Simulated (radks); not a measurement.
Results of a calculation; reference values are marked as such.
Radial electron density D(r) = 4 pi r^2 rho(r) of an atom or ion with 61 electrons. Level of theory: scalar-relativistic Kohn-Sham, PBEsol, spin-polarised, spherical densities, finite nucleus; Fermi nuclear charge, rms radius of each element as measured or else 0.836 A^(1/3) + 0.57 fm (a radial shooting solver on a logarithmic mesh with Libxc functionals).

```
   r/bohr * D(r) (the largest magnitude, 107, reaches the edge; | marks zero)
 0.003305 |          *
 0.003848 |             *
  0.00448 |                *
 0.005257 |                   *
  0.00612 |                       *
 0.007124 |                           *
 0.008361 |                               *
 0.009733 |                                  *
  0.01133 |                                     *
  0.01319 |                                        *
  0.01548 |                                         *
  0.01802 |                                        *
  0.02098 |                                       *
  0.02462 |                                     *
  0.02866 |                                    *
  0.03337 |                                    *
  0.03916 |                                      *
  0.04558 |                                          *
  0.05307 |                                                *
  0.06178 |                                                    *
   0.0725 |                                                      *
   0.0844 |                                                    *
  0.09825 |                                               *
   0.1153 |                                         *
   0.1342 |                                        *
   0.1563 |                                          *
   0.1834 |                                              *
   0.2135 |                                              *
   0.2485 |                                         *
   0.2893 |                              *
   0.3395 |                     *
   0.3953 |                  *
   0.4601 |                   *
     0.54 |                     *
   0.6286 |                    *
   0.7318 |               *
   0.8588 |          *
   0.9998 |       *
    1.164 |     *
    1.355 |    *
     1.59 |   *
    1.851 |  *
    2.155 | *
    2.529 |*
    2.944 |*
    3.427 |*
    4.022 *
    4.682 *
    5.451 *
    6.346 *
    7.447 *
    8.669 *
    10.09 *
    11.84 *
    13.79 *
```

What is the nuclear charge?

Answer. Z = 61. The innermost maximum, from 1s, lies near gamma/Z bohr with gamma = sqrt(1 - (Z/c)^2) = 0.895, here 0.0147 bohr (found: 0.0161), and its height grows with Z. The density is that of neutral promethium in [Xe] 4f4 5d1 6s2; the configuration itself is not fixed sharply by these data, and Z only to a few units. D(r) has 4 maxima, at r = 0.0161, 0.0713, 0.200, 0.553 bohr, and minima at 0.0308, 0.132, 0.402 bohr, inside which lie 1.94, 11.17, 29.19 electrons.
